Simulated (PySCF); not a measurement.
Species: C7H12 (charge -1 and doublet state).
Geometry (GFN2-xTB, Å), atoms numbered from 1 in this order:
```
atom  x, y, z in Å
C1     2.425   -0.419   -0.227
C2     1.489    0.222    0.833
C3     0.130    0.607    0.340
C4    -0.174    1.544   -0.740
C5    -1.415    0.752   -1.101
C6    -0.887   -0.384   -0.199
C7    -1.885   -0.956    0.810
H8     2.500    0.250   -1.081
H9     2.007   -1.365   -0.568
H10    3.429   -0.606    0.169
H11    1.998    1.117    1.218
H12    1.401   -0.489    1.670
H13   -0.207    2.635   -0.615
H14   -2.392    1.147   -0.761
H15   -1.536    0.483   -2.166
H16   -0.493   -1.234   -0.794
H17   -2.301   -0.152    1.418
H18   -1.391   -1.665    1.478
H19   -2.710   -1.475    0.311
```

The hyperfine couplings belong to this conformer and change with its torsions.

As a line formula: `CC[C-]1[CH]C[C@@H]1C` [radical] (charge -1).

Computed with UKS B3LYP, pcH-1 on C H, non-relativistic, mean-field spin-orbit, GIAO (PySCF). Whether the extra electron is bound in the gas phase wasn't checked; a finite basis holds it in any case. The geometry wasn't refined by DFT: couplings that depend on bond lengths, twists or pyramidal angles can differ widely from those at the functional's own minimum, by a factor of two or more for some ions and for spin on atoms past the first row. Stability of the SCF solution: not tested.

(1) Break the g tensor into its mass correction, gauge correction and orbital-Zeeman/spin–orbit terms.

(2) What effective moment and Curie constant follow for a powder?

(3) How much does each term add to the isotropic shift?

(4) In a frozen sample, at which fields do the three g values resonate at 9.5, 34, 94 and 263 GHz (hyperfine left aside), and which band first spreads them over more than twice a line width of 1.0 mT?

## Answers

(1) 
```csv
Δg (ppm),1,2,3
relativistic mass correction,-143,-143,-143
gauge correction,1,37,17
orbital Zeeman/spin–orbit,-31,354,994
total,-173,248,868
```

So g = 2.00215, 2.00257, 2.00319 and g_iso = 2.00263; the tensor is rhombic: the two nearest values differ by 40 % of g3 − g1. Axes: g3 points within 8° of the C3–C6 bond.

(2) With the mean of g² = 4.0105 and S(S+1) = 0.75: μ_eff = √(⟨g²⟩S(S+1)) = 1.734 μB and χT = 0.12505·⟨g²⟩·S(S+1) = 0.376 cm³ K/mol (cgs; spin-Hamiltonian part alone).

(3) The orbital-Zeeman/spin–orbit term 439, the mass correction -143 and the gauge correction 18 ppm, for a total of 314 ppm. The orbital-Zeeman/spin–orbit term is the largest in size. The mass correction is the same along every axis, so the anisotropy comes from the other two: their spans along these axes are 36 (gauge) and 1025 ppm (orbital Zeeman/spin–orbit).

(4) 
| band | GHz | B(g3) mT | B(g2) mT | B(g1) mT | spread mT |
| --- | --- | --- | --- | --- | --- |
| X | 9.5 | 338.84 | 338.94 | 339.01 | 0.18 |
| Q | 34.0 | 1212.68 | 1213.05 | 1213.31 | 0.63 |
| W | 94.0 | 3352.70 | 3353.74 | 3354.44 | 1.74 |
| J | 263.0 | 9380.43 | 9383.33 | 9385.31 | 4.88 |

The spread grows in proportion to the frequency. J band is the first where it exceeds 2.0 mT.

The largest Mulliken spin populations are on C4 (+0.47) and C3 (+0.43).

The HOMO–LUMO gaps are 2.63 eV among the α and 4.65 eV among the β orbitals.
